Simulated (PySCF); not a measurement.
# Assigning NMR signals

Atom-mapped SMILES (the numbers label the heavy atoms): `[O:1]=[C:2]=[C:3]([Cl:4])[SiH2:5][CH2:6][SiH3:7]`. Each H is labelled by its parent atom.

Gas phase, one computed conformer, averaged over atoms made equivalent by symmetry, fast rotation or ring inversion, non-relativistic. Geometry from GFN2-xTB; PBE0/pcSseg-1 with gauge-including orbitals; PySCF 2.14.

Chemical shifts δ = σref − σ; ¹³C and ¹H against TMS, all at this level.

Task: Assign these signals to the numbered atoms. ¹³C{¹H} NMR (computed): δ 195.3, 30.5, -14.1.

Result: 
| δ (ppm) | atoms | environment | reason |
| --- | --- | --- | --- |
| 195.3 | C2 | central carbon of a ketene | – |
| 30.5 | C3 | terminal carbon of a ketene | – |
| -14.1 | C6 | sp3 CH2 bonded to 2 Si | an electropositive neighbour leaves it electron-rich and shielded |

Task: Assign these signals to the numbered atoms. ¹H NMR (400 MHz, computed): δ 4.85 (t, 2H), 4.01 (t, 3H), -0.15 (m, 2H).

Result: 
```tsv
δ (ppm)	atoms	environment	reason
4.85	H(Si5)	hydrogen on a silicon bonded to 2 C	–
4.01	H(Si7)	hydrogen on a silicon bonded to C	–
-0.15	H(C6)	hydrogen on an sp3 CH2 bonded to 2 Si	an electropositive neighbour shields it, as in TMS itself
```

Carbons that carry Cl, above all several Cl atoms, come out too deshielded, partly because spin–orbit coupling is missing. Shifts are as computed. Against solution values, carbons near 30 ppm lie about +3 ppm off and those near 130 ppm about +5 ppm; carbons on Cl a further +6 ppm. Of 1211 compounds with measured shifts, 218 miss one by over three times the rms of a fit or turn the order of signals round; such compounds aren't used in these exercises. No couplings were computed; multiplicities are counted from neighbouring protons, with m where these are inequivalent, close in shift, in a saturated or five-membered ring or joined by F or P, and br s for small geminal =CH2 splittings.
